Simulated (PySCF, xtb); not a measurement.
CH5O, SMILES C[OH2+], charge +1.

Harmonic wavenumbers (cm⁻¹) from GFN2-xTB (xtb 6.7.1) at its own minimum, in rising order: 297, 896, 897, 938, 1116, 1163, 1359, 1404, 1410, 1422, 3047, 3064, 3066, 3251, 3259.

Question: What does B3LYP-D3(BJ)/def2-TZVP (PySCF) give at its own minimum? (An estimate is asked for; the answer gives what the named calculation found.)

Answer: 244, 682, 799, 929, 1166, 1280, 1467, 1476, 1481, 1673, 3094, 3215, 3220, 3626, 3702. Paired by order, the mean absolute difference is 148 cm⁻¹ and the zero-point energies are 38.0 and 40.1 kcal/mol.
